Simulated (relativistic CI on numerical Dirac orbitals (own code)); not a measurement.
## Ar⁹⁺: q coefficients and field-shift factors

These numbers are calculated, not measured: Dirac-Coulomb-Breit CI, KLI orbitals optimised for each configuration, derivatives by finite differences, unscaled Slater integrals, QED left out (own radial code, finite nucleus).

Configuration list (outside the closed core 1s2): 2s²2p⁵, 2s2p⁶, 2s²2p⁴3s, 2s²2p⁴3p, 2p⁶3s, 2p⁶3p, 2s²2p⁴3d, 2p⁶3d. Levels of other configurations are missing.

With x = (α/α₀)² − 1 an excitation energy changes as ω = ω₀ + qx; K = 2q/ω₀ is the relative enhancement. Terms are leading LS components, so labels can repeat. The field-shift factor is F = δν/δ⟨r²⟩ for the transition from the lowest level.

Lowest level 2s²2p⁵ ²P°3/2.

```
          Level  ω₀ (cm⁻¹)  q (cm⁻¹)          K  F (GHz/fm²)
  2s²2p⁵ ²P°1/2      17966     18110       2.02       0.0102
    2s2p⁶ ²S1/2     617790     25380     0.0822        -15.2
 2s²2p⁴3s ⁴P5/2    2242958     -5301   -0.00473         6.24
 2s²2p⁴3s ⁴P3/2    2252937      2713    0.00241         6.24
 2s²2p⁴3s ⁴P1/2    2259561     10690    0.00947         6.25
 2s²2p⁴3s ²P3/2    2270202      1359     0.0012          6.2
 2s²2p⁴3s ²P1/2    2281737     10110    0.00886         6.19
 2s²2p⁴3s ²D5/2    2323797      4896    0.00421         6.27
 2s²2p⁴3s ²D3/2    2324200      5548    0.00477         6.27
2s²2p⁴3p ⁴P°5/2    2376686    -25.05  -2.11e-05          3.1
2s²2p⁴3p ⁴P°3/2    2378778     195.5   0.000164          3.1
2s²2p⁴3p ⁴P°1/2    2384599      7806    0.00655          3.1
2s²2p⁴3p ⁴D°7/2    2389589    -240.1  -0.000201         3.11
2s²2p⁴3p ⁴D°5/2    2394217      1108   0.000926         3.11
 2s²2p⁴3s ²S1/2    2394774      9788    0.00817         5.74
2s²2p⁴3p ⁴D°3/2    2400641     10910    0.00909         3.11
2s²2p⁴3p ⁴D°1/2    2402875     12740     0.0106         3.11
2s²2p⁴3p ²D°5/2    2407589      9796    0.00814         3.12
2s²2p⁴3p ²P°1/2    2408568     786.1   0.000653         3.11
2s²2p⁴3p ²D°3/2    2414157      9268    0.00768         3.11
2s²2p⁴3p ⁴S°3/2    2418162      9467    0.00783         3.12
2s²2p⁴3p ²P°3/2    2421234     14440     0.0119         3.12
2s²2p⁴3p ²S°1/2    2422451     12240     0.0101         3.11
```

At this charge energies of transitions that change n are usually good to better than 1 %, and those within a shell (Δn = 0) to a few per cent.
